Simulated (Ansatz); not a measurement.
This geometry of Cl2GaH + H (5 atoms, charge 0, multiplicity 2) is a first-order saddle point.

Method: UKS PBE0-D4/def2-SVP (Ansatz 0.2.0).

```xyz
5
Properties=species:S:1:pos:R:3
Ga 0.000 0.000 -0.034
H 0.000 0.000 1.536
Cl 1.807 0.000 -1.177
Cl -1.807 0.000 -1.177
H 0.000 0.000 3.212
```

Q: Which two structures does it join? (They come from a converged band through this point; their orientation in space is the band's.)

A: Bonds broken: Ga1–H2. Bonds formed: H2–H5. Cl2GaH + H becomes Cl2Ga + H2.

Image 0:

```xyz
5
Properties=species:S:1:pos:R:3
Ga 0.000 0.000 -0.248
H 0.000 0.000 1.299
Cl 1.803 0.000 -1.395
Cl -1.803 0.000 -1.395
H 0.000 0.000 4.099
```

Image 8:

```xyz
5
Properties=species:S:1:pos:R:3
Ga 0.000 0.000 -0.551
H 0.000 0.000 2.732
Cl 1.866 0.000 -1.657
Cl -1.866 0.000 -1.657
H 0.000 0.000 3.494
```

Q: How far does it lie above each of them?

A: 0.7 kcal/mol above the first and 25.0 kcal/mol above the second. This is the barrier of this one path; another mechanism may lie lower.

Time of the run: 2.1 min on 2 threads of Arm Neoverse V1, on a shared host, peak memory 0.27 GiB.
